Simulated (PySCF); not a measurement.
# Spin states and ions at one geometry of [Tl(OH)2]−

PySCF 2.14.0, RKS BP86, Tl def2-SVP with ECP60, O def2-SVP, H def2-SVP; non-relativistic Hamiltonian with scalar-relativistic core potentials where named; density fitting; no spin-orbit coupling; singlets restricted, open shells unrestricted. The geometry is relaxed for charge -1, singlet, vacuum:

```xyz
5

Tl    1.4321   -0.4176    0.0306
O    -0.0928    0.1460    1.6215
H    -0.8789    0.3358    1.0674
O    -0.0928   -0.0918   -1.6254
H    -0.8789    0.1767   -1.1049
```

Energies count from the relaxed state; an electron taken off or put on is at rest in vacuum. Charges and spins are Mulliken's.

```csv
state,energy (eV),spin squared,charge on Tl1 (e),spin on Tl1 (e),dipole about the centre of mass (D)
"charge -1, singlet, vacuum",0.00,0.00,-0.12,0.00,1.85
"charge -1, triplet, vacuum",3.07,2.00,-0.33,1.37,1.13
```

Task: What does the state charge 0, doublet, vacuum give?

Result: energy (eV) 2.72, spin squared 0.75, charge on Tl1 (e) 0.47, spin on Tl1 (e) 0.38, dipole about the centre of mass (D) 1.31.

With an electron taken off (doublet) the charges change, summed by element, by Tl +0.59 e, O +0.28 e, H +0.13 e. The vertical ionisation energy is 2.72 eV, against −ε(HOMO) = -0.26 eV of the relaxed state. The level lies 3.0 eV too high, as is usual for semilocal functionals and global hybrids, which keep a self-interaction error.

Open shells may have lower solutions than those found. Hard to converge, so the more doubtful: charge 0, doublet, vacuum.
